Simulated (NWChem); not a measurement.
Molecule: C4H8; SMILES CC1CC1

```xyz
12

C      0.1582     1.5453     0.0000
C     -0.4926     0.1878     0.0000
C      0.1257    -0.9552    -0.7509
C      0.1257    -0.9552     0.7509
H     -0.1272     2.1286    -0.8902
H      1.2563     1.4562     0.0000
H     -0.1272     2.1286     0.8902
H     -1.5886     0.2113     0.0000
H     -0.5319    -1.6588    -1.2690
H      1.0745    -0.7718    -1.2648
H     -0.5319    -1.6588     1.2690
H      1.0745    -0.7718     1.2648
```
Atoms are numbered in this order, from 1.

Program: NWChem. Medium grid unless said otherwise, to which SCAN and Minnesota functionals are sensitive. Structure relaxed at the PBE0/def2-SVP level.

Order these by “orbital gap (eV)”, lowest first: M06-2X/def2-TZVP; PW6B95/def2-TZVP; PBE/def2-TZVP; B3LYP/def2-TZVP.

PBE/def2-TZVP (7.32), B3LYP/def2-TZVP (8.86), PW6B95/def2-TZVP (9.44), M06-2X/def2-TZVP (11.24)
